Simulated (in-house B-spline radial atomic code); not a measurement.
The numbers below are computed, except where a source is named.
**Two electrons in Ge: a Gaussian well −V exp(−r²/w²) with V = 23.3 meV and w = 74 nm**

For Ge the NSM archive of the Ioffe Institute lists m_l = 1.6 m0, m_t = 0.08 m0 and ε = 16.2; the model takes one isotropic valley with the conductivity mass 3/(1/m_l + 2/m_t) = 0.117 m0, and so misses anisotropy and the other valleys. All triplets below are those of one valley; with several valleys two electrons can form a triplet in the 1s orbital itself, at an energy set by the valley splitting.

Effective-mass model with parabolic bands, a uniform dielectric constant, no image charges, no central-cell or spin-orbit terms. Two-electron levels come from full CI in B-splines with partial waves to l = 5 (up to 0.001 effective hartree above the limit).

Q: What are the effective units, and what is the potential in them?

A: Ha* = 27211.386 meV × 0.117/16.2² = 12.13 meV and a* = 0.0529177 nm × 16.2/0.117 = 7.327 nm. V = 1.92 Ha* and w = 10.1 a*.

In these units the lowest s and p orbitals lie at -1.638262 and -1.456831, and their Coulomb and exchange integrals are J_ss = 0.340801, J_sp = 0.281116 and K_sp = 0.05558. Full CI gives -2.994013 for the ground singlet, -2.885727 for the sp triplet, -2.816559 for the sp singlet and -2.722148 for the lowest triplet of two s orbitals.

Q: What does it cost to add the second electron, to first order and exactly?

A: To first order E = 2ε_s + J_ss = -2.935723, so the charging energy E(2) − 2E(1) is J_ss = 4.134 meV. CI gives -2.994013 − 2 × (-1.638262) = 0.282510, or 3.427 meV: relaxation and correlation lower it by 0.7071 meV, 17.1 % of J_ss. The s² configuration of one-electron orbitals holds 88.6 % of the state, and the mean radius is 22.4 nm. The second electron is bound by ε_s − E = 16.45 meV, against 19.87 meV for the first.

Q: How far above the singlet do the triplets lie?

A: To first order the sp triplet lies at ε_s + ε_p + J_sp − K_sp = -2.869552, which is 0.8027 meV above 2ε_s + J_ss. CI gives -2.885727 − (-2.994013) = 0.108286, or 1.314 meV, 60 % of the orbital spacing of 2.201 meV. The ss triplet lies 3.298 meV up, so the lower of the two is the sp one, and its gap equals k_BT at 15.2 K. The sp singlet-triplet splitting is 0.8391 meV, against 2K_sp = 1.348 meV.
